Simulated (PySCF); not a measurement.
Consider `C[SiH2]C[O]` (C2H7OSi•, doublet). Optimised structure (Å), atoms numbered from 1:
```
C     1.4050    0.6413   -0.3361
Si    0.0820   -0.1281    0.7335
C    -1.4968   -0.5441   -0.3500
O    -1.8688    0.6112   -0.8534
H     1.7155   -0.0476   -1.1364
H     1.0268    1.5632   -0.8022
H     2.2927    0.8929    0.2647
H     0.5020   -1.4495    1.2955
H    -0.3522    0.7738    1.8372
H    -2.1936   -1.0136    0.3826
H    -1.1099   -1.2964   -1.0776
```

Level of theory: B3LYP-D3(BJ)/ma-def2-TZVP single points in PySCF, grid level 2; every species was optimised with PBE0-D3(BJ)/ma-def2-SVP. Thermal corrections: GFN2-xTB frequencies, unscaled, ideal gas at 298.15 K and 1 bar, quasi-RRHO entropy. These were taken at the GFN2-xTB minima.

What are the vertical and the adiabatic electron affinity for forming the singlet anion?

1.28 eV vertical and 1.53 eV adiabatic, the latter with zero-point energy.

What reduction potential follows in THF (IEF-PCM), given that Fc+/Fc comes at 4.62 V absolute with this functional and basis?

In the gas phase −ΔG of reduction is 1.484 eV, and solvation is -15.7 kJ/mol for the parent and -219.2 kJ/mol for the product, so the absolute potential is 3.59 V, or -1.03 V against Fc+/Fc. Fc+/Fc in THF, 4.62 V, is B3LYP-D3(BJ)/ma-def2-TZVP on PBE0-D3(BJ)/def2-SVP structures with GFN2-xTB thermal terms. Benchmark calculations put it near 5.0 V in acetonitrile and DMSO, so it is about 0.4 V low, and the value against it can read up to that much too high. The solvent is electrostatics only, on gas-phase structures; the absolute scale refers to an electron at rest in vacuum.

Note: thermal terms of `C[SiH2]C[O-]` come from a GFN2-xTB structure of other bonding.
